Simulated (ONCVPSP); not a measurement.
## What one change does to a pseudopotential (N (Z = 7), ONCV)

nitrogen (N), optimised norm-conserving Vanderbilt (ONCV), made with ONCVPSP 4.0.1 (PBE, scalar-relativistic). Core [He], reference 2s2 2p3. Waves: 2s: rc 0.90 bohr, ncon 4, nbas 8, qcut 6.3 1/bohr, 3 projectors, debl 1.3 Ha; 2p: rc 1.85 bohr, ncon 3, nbas 6, qcut 6.7 1/bohr, 2 projectors, debl 0.6 Ha; d scattering state at 0.22 Ha: rc 1.45 bohr, ncon 4, nbas 9, qcut 6.5 1/bohr, 2 projectors, debl 0.3 Ha. Local part: polynomial inside 0.85 bohr (lpopt 5, dvloc0 3 Ha). Core correction: Teter function, fcfact 5, rcfact 1.55.

Change: all radii but the core radius scaled by about 1.15 (s 1.04, p 2.14, d 1.66 bohr); local potential polynomial inside 0.98 bohr (lpopt 5, dvloc0 3 Ha).

Cutoffs: the cutoffs (Ha) at which the residual kinetic energy of the hardest occupied pseudo-wave falls to 1 and 0.1 mHa per electron; they do not see the model core or the augmentation charge, which bear on the density cutoff. Errors are all-electron minus pseudo energies relative to the spin-unpolarised reference configuration.

Problem. What does the change do?

Solution. The potential gets softer (73 Ha and 197 Ha → 41 Ha and 146 Ha); both files keep a bound ghost (s); of the 3 tests that both files solve, the error grows in 3 and shrinks in 0 by more than 15 % and 0.3 meV (median size 438.1 → 609.5 meV). A larger radius leaves more room for a smooth pseudo-wave, so fewer plane waves are needed. More of the atom is replaced by a form fitted at one configuration, so other configurations suffer.

| quantity | base | changed |
| --- | --- | --- |
| cutoff, loose | 73 Ha | 41 Ha |
| cutoff, tight | 197 Ha | 146 Ha |
| loose cutoff by channel | s 73 Ha, p 16 Ha | s 41 Ha, p 15 Ha |
| bound ghosts | s | s |
| GHOST(+) flags under 300 eV | none | none |
| tests with a reliable result | 3 of 4 | 3 of 4 |
| error for 2s2 2p2, meV [ΔE 13.59 eV] | +54 | +79 |
| error for 2s2 2p1, meV [ΔE 42.44 eV] | +438 | +610 |
| error for 2s2 2p0, meV [ΔE 89.53 eV] | +1676 | +2256 |
| rms error of d²Exc/dni dnj with the model core, mHa | 1.54 | 1.65 |

 A true bound ghost makes a file unfit for plane-wave use even where its test errors are small: the radial tests pick states by their node count and pass the ghost by.
